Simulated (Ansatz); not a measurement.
Total energies of the cluster PdSe₂⁻ (the lowest doublet isomer of a short search) from Ansatz at PBE0-D4/def2-TZVPD, gas phase (1 Eh = 27.2114 eV = 2625.5 kJ/mol). The reference geometry is relaxed at PBE0-D4/def2-TZVPD.

Cartesian coordinates in Å:
```
Pd 0.125 1.268 -0.586
Se 0.466 -1.132 -0.671
Se -0.591 -0.136 1.257
```

```tsv
state	geometry	energy (Eh)
charge -1 doublet	reference	-4930.55570
charge 0 triplet	reference	-4930.48417
charge -1 quartet	relaxed at PBE0-D4/def2-TZVPD	-4930.51687
```

In the def2 sets Pd takes a core potential; there is no spin–orbit coupling.

(1) Work out the vertical ionisation energy to the triplet.

(2) Which of the charge -1 states is lowest, and how far above it are the others?

(1) E(charge 0 triplet) − E(charge -1 doublet) = -4930.48417 − (-4930.55570) = 0.07153 Eh = 1.95 eV. For comparison, −ε of the highest occupied level of the spin that leaves is 0.17 eV at this level, 1.78 eV less.

(2) The doublet. quartet: -4930.51687 − (-4930.55570) = 0.03883 Eh = 101.9 kJ/mol.

At PBE0-D4/def2-TZVPD the highest occupied level of the charge -1 quartet lies above zero (up to 0.65 eV). It is a level of α spin, whose loss leaves a triplet; that state wasn't run at this geometry and level. The electron is either unbound and held by the finite basis, or the level is raised by self-interaction error. 

The structure comes from a short search, and lower isomers may exist.
